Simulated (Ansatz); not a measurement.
```xyz
11

C    -0.8972   -0.4928   -1.0314
N    -0.1642    0.0392   -0.1531
C    -0.7662    0.6629    1.0029
In    2.1991    0.1369   -0.3949
H    -0.4306   -0.9662   -1.8921
H    -1.9881   -0.4916   -0.9548
H    -0.3674    0.1907    1.9029
H    -0.4737    1.7145    1.0320
H    -1.8579    0.5854    0.9963
H     2.1990   -0.9851   -1.7508
H     2.5472   -0.3938    1.2430
```

Charge 0, multiplicity 2. In: def2 effective core potential.

(1) List the CAM-B3LYP/def2-TZVPP orbital energies in eV (the Gaussian-basis code of Ansatz). (An estimate is asked.)

## Answers

(1) The calculation gave: α occupied: -393.19, -281.04, -280.20, -127.96, -84.58, -84.50, -84.38, -28.79, -22.71, -21.65, -21.50, -21.48, -21.38, -21.36, -18.98, -16.40, -15.73, -14.78, -13.21, -12.57, -11.34, -10.10, -8.88, -5.49. α empty: -0.35, 0.77, 1.90, 2.10, 2.30, 2.92, 3.13, 3.33. β occupied: -393.19, -281.02, -280.20, -127.91, -84.55, -84.42, -84.37, -28.78, -22.69, -21.58, -21.41, -21.37, -21.31, -21.28, -18.96, -16.37, -15.71, -14.78, -13.20, -12.17, -11.31, -9.89, -8.41. β empty: -0.89, -0.24, 0.88, 1.92, 2.13, 2.44, 2.92, 3.26. ⟨S²⟩ = 0.753.
